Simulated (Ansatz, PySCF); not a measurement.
Two conformers of CH4F2OSi (SMILES O[SiH2]C(F)F), B3LYP-D3(BJ)/def2-TZVP minima.
Conformer 1 (charge 0, multiplicity 1):
```xyz
9

O      1.57923     0.98785    -0.33972
Si     0.74935    -0.40203    -0.04521
C     -1.13514    -0.04513    -0.09841
F     -1.84013    -1.17683     0.24856
F     -1.43240     0.92841     0.84086
H      1.49640     1.71292     0.28549
H      1.02583    -0.97184     1.29136
H      1.09247    -1.33984    -1.12929
H     -1.53562     0.30650    -1.05363
```
Conformer 2 (charge 0, multiplicity 1):
```xyz
9

O     -1.350     0.968    -0.601
Si    -0.643    -0.375     0.022
C      1.219     0.031     0.206
F      1.406     1.112     1.039
F      1.774     0.351    -1.012
H     -2.294     0.985    -0.769
H     -1.160    -0.725     1.366
H     -0.759    -1.552    -0.869
H      1.808    -0.796     0.619
```

No zero-point or thermal terms.

Cores are frozen in the correlated methods.

Programs: Ansatz (Gaussian basis) for Hartree–Fock, density functionals and correlated methods; PySCF for the dispersion terms. 

What is the computed electronic energy of conformer 2 less that of conformer 1 (r2SCAN/def2-TZVPP)?

86 meV

Ansatz is a program for electronic structure.
